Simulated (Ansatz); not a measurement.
`[AlH2][NH][SiH3]` + `CC(C)[NH][AlH][F]` → `CC(C)[NH][AlH2]` + `[F][AlH][NH][SiH3]`  (redistribution)

Calculated with Ansatz (gas phase, PBE0-D4/def2-TZVP geometries, no zero-point term in ΔE). CBS: MP2 limit from def2 TZ/QZ plus the TZ coupled-cluster correction, frozen cores. DFT in def2-TZVPP. Each species was taken in one conformer, which may not be the lowest.

| level | ΔE (eV) |
| --- | --- |
| PBE0-D4 | -0.02 |
| CCSD/def2-TZVPP | -0.02 |
| SCS-MP2/def2-QZVPP | -0.02 |
| HF/CBS(def2) | -0.01 |

Task: What does CCSD(T)/CBS give? (An estimate is asked.)

Result: The calculation gave: -0.02 eV. The listed levels differ from it by 0.00, 0.00, 0.00, 0.01 eV.

Largest T1 diagnostic among the species: 0.012.
